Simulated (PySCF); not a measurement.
PySCF job for N-methylmethanimine (C2H5N), SMILES CN=C, TDA-PBE/def2-SVPD. Geometry: PBE0-D3(BJ)/def2-TZVP.

```python
import numpy as np
from pyscf import gto, scf, dft, tdscf

mol = gto.M(
    atom='''
    C     0.13353564    1.13800441    0.00000000
    N    -0.53185979   -0.13779706   -0.00000000
    C     0.18042620   -1.17338436   -0.00000000
    H    -0.18655449    1.70666213   -0.87705204
    H    -0.18655450    1.70666214    0.87705204
    H     1.23095110    1.06422005   -0.00000000
    H     1.27997939   -1.14869780    0.00000001
    H    -0.29857398   -2.15198734    0.00000000
    ''',
    basis='def2-SVPD',
    charge=0,
    spin=0,
    symmetry=True,
    max_memory=1600,
    verbose=4,
)
mf = dft.RKS(mol, xc='pbe').density_fit(auxbasis='def2-universal-jkfit')
mf.grids.level = 3
mf.conv_tol = 1e-9
mf.max_cycle = 100
mf.kernel()
mf.grids = dft.Grids(mol).set(level=1).build(with_non0tab=True)  # coarser grid for the response kernel
td = tdscf.TDA(mf)
td.singlet = True
td.nstates = 10
td.conv_tol = 1e-4
td.positive_eig_threshold = 1e-6
td.kernel(x0=td.get_init_guess(mf, 15))
td.analyze()
tt = tdscf.TDA(mf)
tt.singlet = False
tt.nstates = 4
tt.conv_tol = 1e-4
tt.positive_eig_threshold = 1e-6
tt.kernel(x0=tt.get_init_guess(mf, 9))
tt.analyze(verbose=3)
```

Program output:

```
PySCF version 2.14.0

[INPUT] verbose = 4
[INPUT] num. atoms = 8
[INPUT] num. electrons = 24
[INPUT] charge = 0
[INPUT] spin (= nelec alpha-beta = 2S) = 0
[INPUT] symmetry True subgroup None
[INPUT] Mole.unit = angstrom
[INPUT] Symbol           X                Y                Z      unit          X                Y                Z       unit  Magmom
[INPUT]  1 C      0.133535640000   1.138004410000   0.000000000000 AA    0.252345787469   2.150516663447   0.000000000000 Bohr   0.0
[INPUT]  2 N     -0.531859790000  -0.137797060000   0.000000000000 AA   -1.005069339769  -0.260398704170   0.000000000000 Bohr   0.0
[INPUT]  3 C      0.180426200000  -1.173384360000   0.000000000000 AA    0.340956103696  -2.217375079248   0.000000000000 Bohr   0.0
[INPUT]  4 H     -0.186554490000   1.706662130000  -0.877052040000 AA   -0.352536893408   3.225124012867  -1.657388152591 Bohr   0.0
[INPUT]  5 H     -0.186554500000   1.706662140000   0.877052040000 AA   -0.352536912305   3.225124031764   1.657388152591 Bohr   0.0
[INPUT]  6 H      1.230951100000   1.064220050000   0.000000000000 AA    2.326160451732   2.011084430771   0.000000000000 Bohr   0.0
[INPUT]  7 H      1.279979390000  -1.148697800000   0.000000010000 AA    2.418810492188  -2.170724241890   0.000000018897 Bohr   0.0
[INPUT]  8 H     -0.298573980000  -2.151987340000   0.000000000000 AA   -0.564223050121  -4.066666696131   0.000000000000 Bohr   0.0

nuclear repulsion = 72.5171312428847
point group symmetry = Cs
symmetry origin: [2.36215762e-09 4.72431538e-09 7.87385885e-10]
symmetry axis x: [1.00000000e+00 1.05840973e-09 9.93328569e-10]
symmetry axis y: [ 1.05840973e-09 -1.00000000e+00  9.86571887e-11]
symmetry axis z: [-9.93328570e-10  9.86572407e-11  1.00000000e+00]
num. orbitals of irrep A' = 68
num. orbitals of irrep A" = 32
number of shells = 44
number of NR pGTOs = 140
number of NR cGTOs = 100
basis = def2-SVPD
ecp = {}


[settings echo left out]
init E= -133.7585458333
HOMO (A') = -0.294738519832662  LUMO (A") = -0.104265599113779  gap/eV = 5.18303
cycle= 1 E= -133.63892137068  delta_E= 0.12  |g|= 0.332  |ddm|= 3.79
HOMO (A') = -0.134364996998246  LUMO (A") = 0.00193763063816826  gap/eV = 3.70898
cycle= 2 E= -133.564333635042  delta_E= 0.0746  |g|= 0.633  |ddm|= 1.52
HOMO (A') = -0.216015857047988  LUMO (A") = -0.0476698163597054  gap/eV = 4.58093
cycle= 3 E= -133.663353121383  delta_E= -0.099  |g|= 0.193  |ddm|= 1.06
HOMO (A') = -0.214513797271327  LUMO (A") = -0.0550365242388443  gap/eV = 4.33960
cycle= 4 E= -133.671941477283  delta_E= -0.00859  |g|= 0.03  |ddm|= 0.204
HOMO (A') = -0.215171410641607  LUMO (A") = -0.0532412161215741  gap/eV = 4.40635
cycle= 5 E= -133.672152503397  delta_E= -0.000211  |g|= 0.00511  |ddm|= 0.0397
HOMO (A') = -0.215391675564112  LUMO (A") = -0.0536944013653611  gap/eV = 4.40001
cycle= 6 E= -133.67215890231  delta_E= -6.4e-06  |g|= 0.000766  |ddm|= 0.00849
HOMO (A') = -0.215321132064509  LUMO (A") = -0.0536202787976264  gap/eV = 4.40010
cycle= 7 E= -133.672159078354  delta_E= -1.76e-07  |g|= 0.000239  |ddm|= 0.0019
HOMO (A') = -0.215334823158492  LUMO (A") = -0.0536427723726859  gap/eV = 4.39986
cycle= 8 E= -133.672159091427  delta_E= -1.31e-08  |g|= 8.44e-05  |ddm|= 0.000368
HOMO (A') = -0.215330722390614  LUMO (A") = -0.0536378557862406  gap/eV = 4.39989
cycle= 9 E= -133.672159093264  delta_E= -1.84e-09  |g|= 8.61e-06  |ddm|= 0.000119
HOMO (A') = -0.215332175279555  LUMO (A") = -0.0536393551671598  gap/eV = 4.39989
cycle= 10 E= -133.672159093285  delta_E= -2.09e-11  |g|= 1.71e-06  |ddm|= 1.89e-05
HOMO (A') = -0.215332261095309  LUMO (A") = -0.053639187749965  gap/eV = 4.39989
Extra cycle  E= -133.672159093284  delta_E= 1.48e-12  |g|= 3.37e-06  |ddm|= 5.55e-06
converged SCF energy = -133.672159093284
tot grids = 27840
Overwritten attributes  positive_eig_threshold  of <class 'pyscf.tdscf.rks.TDA'>


******** <class 'pyscf.tdscf.rks.TDA'> for <class 'pyscf.df.df_jk.DFSymAdaptedRKS'> ********
nstates = 10 singlet
deg_eia_thresh = 1.000e-03
wfnsym = None
conv_tol = 0.0001
eigh lindep = 1e-12
eigh level_shift = 0
eigh max_cycle = 100


Excitation energies (eV)
[4.83437449 6.28617168 6.93406646 7.82577063 7.84319777 7.90184068
 8.02839353 8.35691946 8.50251198 8.64726364]

** Singlet excitation energies and oscillator strengths **
Excited State   1:   A"      4.83437 eV    256.46 nm  f=0.0019
      12 -> 13        0.70482
Excited State   2:   A'      6.28617 eV    197.23 nm  f=0.0352
      12 -> 14       -0.70120
Excited State   3:   A'      6.93407 eV    178.80 nm  f=0.0046
      12 -> 15       -0.70130
Excited State   4:   A"      7.82577 eV    158.43 nm  f=0.0008
      10 -> 13        0.69073
      11 -> 14        0.13984
Excited State   5:   A'      7.84320 eV    158.08 nm  f=0.1590
       9 -> 13       -0.20490
      11 -> 13        0.51318
      12 -> 16        0.38105
      12 -> 17       -0.13983
Excited State   6:   A"      7.90184 eV    156.91 nm  f=0.0002
      10 -> 13       -0.13914
      11 -> 14        0.69274
Excited State   7:   A'      8.02839 eV    154.43 nm  f=0.2085
       9 -> 13        0.15987
      11 -> 13       -0.22380
      12 -> 16        0.54200
      12 -> 17        0.34267
Excited State   8:   A'      8.35692 eV    148.36 nm  f=0.1412
       9 -> 13        0.15664
      11 -> 13       -0.21657
      12 -> 16        0.21460
      12 -> 17       -0.59480
Excited State   9:   A"      8.50251 eV    145.82 nm  f=0.0007
      12 -> 18        0.70410
Excited State  10:   A"      8.64726 eV    143.38 nm  f=0.0338
      11 -> 15       -0.70525

** Transition electric dipole moments (AU) **
state          X           Y           Z        Dip. S.      Osc.
  1         0.0000     -0.0000     -0.1280      0.0164      0.0019
  2        -0.4073     -0.2504      0.0000      0.2286      0.0352
  3        -0.1551      0.0573      0.0000      0.0274      0.0046
  4         0.0000     -0.0000      0.0629      0.0040      0.0008
  5        -0.2060     -0.8861      0.0000      0.8276      0.1590
  6        -0.0000      0.0000     -0.0347      0.0012      0.0002
  7        -0.9858      0.2970     -0.0000      1.0600      0.2085
  8        -0.1985      0.8064     -0.0000      0.6897      0.1412
  9         0.0000      0.0000      0.0589      0.0035      0.0007
 10         0.0000     -0.0000     -0.3994      0.1596      0.0338

** Transition velocity dipole moments (imaginary part, AU) **
state          X           Y           Z        Dip. S.      Osc.
  1        -0.0000      0.0000      0.0432      0.0019      0.0070
  2        -0.0621     -0.0363      0.0000      0.0052      0.0149
  3        -0.0350      0.0170      0.0000      0.0015      0.0040
  4        -0.0000     -0.0000     -0.0113      0.0001      0.0003
  5        -0.0980     -0.0903      0.0000      0.0178      0.0411
  6         0.0000      0.0000      0.0204      0.0004      0.0010
  7        -0.1750      0.0242     -0.0000      0.0312      0.0705
  8         0.0407      0.1358     -0.0000      0.0201      0.0436
  9         0.0000     -0.0000     -0.0092      0.0001      0.0002
 10         0.0000      0.0000     -0.1494      0.0223      0.0468

** Transition magnetic dipole moments (imaginary part, AU) **
state          X           Y           Z
  1        -0.2298      1.1522      0.0000
  2         0.0000      0.0000      0.0025
  3         0.0000      0.0000      0.3543
  4        -0.5032      0.1563      0.0000
  5         0.0000      0.0000     -0.4308
  6         0.8090     -0.1442      0.0000
  7        -0.0000     -0.0000      0.1857
  8        -0.0000     -0.0000      0.4479
  9         0.2182     -0.5266     -0.0000
 10         0.0977     -0.0825     -0.0000


******** <class 'pyscf.tdscf.rks.TDA'> for <class 'pyscf.df.df_jk.DFSymAdaptedRKS'> ********
nstates = 4 triplet
deg_eia_thresh = 1.000e-03
wfnsym = None
conv_tol = 0.0001
eigh lindep = 1e-12
eigh level_shift = 0
eigh max_cycle = 100


Excitation energies (eV)
[3.93870871 5.01052922 6.05176299 6.80833497]

** Triplet excitation energies and oscillator strengths **
Excited State   1:   A"      3.93871 eV    314.78 nm  f=0.0000
Excited State   2:   A'      5.01053 eV    247.45 nm  f=0.0000
Excited State   3:   A'      6.05176 eV    204.87 nm  f=0.0000
Excited State   4:   A'      6.80833 eV    182.11 nm  f=0.0000
```

Self-consistency was reached.
